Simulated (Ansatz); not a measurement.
Cu₁₂Pd⁺. Total charge 1; doublet. Geometry PBE-D4/def2-SVP, basis def2-TZVP, Ansatz.

```tsv
atom	x (Å)	y (Å)	z (Å)
Pd1	-1.725	0.326	-1.391
Cu2	-0.774	-1.609	0.124
Cu3	0.332	-1.133	2.283
Cu4	0.412	-0.948	-1.869
Cu5	1.556	-0.605	0.252
Cu6	2.731	1.591	0.217
Cu7	1.004	1.177	1.871
Cu8	0.401	1.374	-0.494
Cu9	-2.013	-1.618	2.266
Cu10	-3.141	-0.828	0.342
Cu11	2.286	0.569	-1.881
Cu12	0.137	1.230	-2.891
Cu13	-1.207	0.474	1.171
```

```tsv
run	HOMO (eV)	LUMO (eV)
A	-8.18	-7.87
B	-8.59	-7.21
C	-8.57	-7.49
D	-8.22	-8.04
```

In the def2 sets Pd takes a core potential; there is no spin–orbit coupling. B3LYP takes the VWN-RPA correlation. Single mean-field runs in def2-TZVP are fitted with def2-universal-jkfit. Another isomer (doublet) lies 0.27 eV lower at PBE0-D4/def2-TZVP; other spin states weren't run for this one.

HOMO and LUMO are taken over both spins.

Question: The runs used B3LYP, PBE, PBE0, r2SCAN. Estimate which is which.

Answer: A r2SCAN (0 % exact exchange); B PBE0 (25 % exact exchange); C B3LYP (20 % exact exchange); D PBE (0 % exact exchange). Exact exchange lowers occupied and raises empty levels; among semilocal functionals meta-GGAs tend to open the gap a little, and such runs are hard to tell apart. The gap grows from 0.18 eV (PBE) to 1.38 eV (PBE0).
